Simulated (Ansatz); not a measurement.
Breaking a bond: Sn(Me)4, C₄H₁₂Sn, SMILES [Sn]([CH3])([CH3])([CH3])[CH3]. The C1–H17 bond (C1 also carries H, H, Sn; H17 carries nothing else) is pulled apart rigidly from the PBE0/def2-SVP, def2 effective core potentials past Kr optimised geometry.

Levels of theory: UKS-PBE0 = unrestricted PBE0/def2-SVP, def2 effective core potentials past Kr in Ansatz (an electronic-structure program); RKS-PBE0 = restricted PBE0/def2-SVP, def2 effective core potentials past Kr run with Ansatz; UKS-B3LYP = unrestricted B3LYP/def2-SVP, def2 effective core potentials past Kr in Ansatz; RKS-B3LYP = restricted B3LYP/def2-SVP, def2 effective core potentials past Kr (Ansatz); UKS-PBE = unrestricted PBE/def2-SVP, def2 effective core potentials past Kr (Ansatz); RKS-PBE = Ansatz with restricted PBE/def2-SVP, def2 effective core potentials past Kr.

Scanned distances (Å): 0.91, 0.97, 1.02, 1.08, 1.10, 1.14, 1.17, 1.23, 1.33, 1.44, 1.62, 1.81, 2.04, 2.29, 2.71, 3.21.

Q: Where does the unrestricted solution first break spin symmetry (<S²> of 0.01 or more)?

A: UKS-PBE0: between 1.81 and 2.04 Å; UKS-B3LYP: between 1.81 and 2.04 Å; UKS-PBE: between 2.04 and 2.29 Å.

```tsv
R / Å	<S²> UKS-PBE0	E(RKS-PBE0) − E(UKS-PBE0) / kcal/mol	<S²> UKS-B3LYP	E(RKS-B3LYP) − E(UKS-B3LYP) / kcal/mol	<S²> UKS-PBE	E(RKS-PBE) − E(UKS-PBE) / kcal/mol
0.91	0.00	0.0	0.00	0.0	0.00	0.0
0.97	0.00	0.0	0.00	0.0	0.00	0.0
1.02	0.00	0.0	0.00	0.0	0.00	0.0
1.08	0.00	0.0	0.00	0.0	0.00	0.0
1.10	0.00	0.0	0.00	0.0	0.00	0.0
1.14	0.00	0.0	0.00	0.0	0.00	0.0
1.17	0.00	0.0	0.00	0.0	0.00	0.0
1.23	0.00	0.0	0.00	0.0	0.00	0.0
1.33	0.00	0.0	0.00	0.0	0.00	0.0
1.44	0.00	0.0	0.00	0.0	0.00	0.0
1.62	0.00	0.0	0.00	0.0	0.00	0.0
1.81	0.00	0.0	0.00	0.0	0.00	0.0
2.04	0.11	0.1	0.03	0.0	0.00	0.0
2.29	0.58	5.6	0.45	3.4	0.27	0.6
2.71	0.88	20.5	0.82	15.2	0.80	9.3
3.21	0.98	36.0	0.96	28.3	0.96	20.5
```
